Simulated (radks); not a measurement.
The numbers below are computed, except where a source is named.
The bismuth ion Bi31+, 52 electrons, occupied as [Kr] 4d10 4f6. Level of theory: Dirac Kohn-Sham, LB94 model potential, spin-unpolarised, spherical densities, finite nucleus; open shells fill j = l - 1/2 first; Fermi nuclear charge, rms radius 5.5211 fm (a radial shooting solver on a logarithmic mesh with Libxc functionals).

Normalised radial functions P(r) = r R(r) (large component), r in bohr:

r          3d5/2    4p3/2
0.001257  0.0001   0.0068
0.001816  0.0002   0.0134
0.002603  0.0006   0.0257
0.003761  0.0017   0.0492
0.00539   0.0046   0.0912
0.007788  0.0128   0.1658
0.01125   0.0344   0.2874
0.01613   0.0872   0.4587
0.0233    0.2132   0.6620
0.0334    0.4742   0.7910
0.04826   0.9635   0.6530
0.06917   1.6656   0.0724
0.09995   2.3736  -0.7952
0.1444    2.5561  -1.0878
0.207     1.9001  -0.0466
0.2991    0.8354   1.5277
0.4286    0.1893   1.7718
0.6193    0.0160   0.7972
0.8877    0.0004   0.1332
1.283     0.0000   0.0054

3d5/2: eigenvalue -3646.0 eV, 0 radial nodes, <r> = 0.158 bohr, 90 % of the charge inside 0.245 bohr. 4p3/2: eigenvalue -1653.8 eV, 2 radial nodes at r = 0.0714, 0.209 bohr, <r> = 0.392 bohr, 90 % of the charge inside 0.563 bohr.
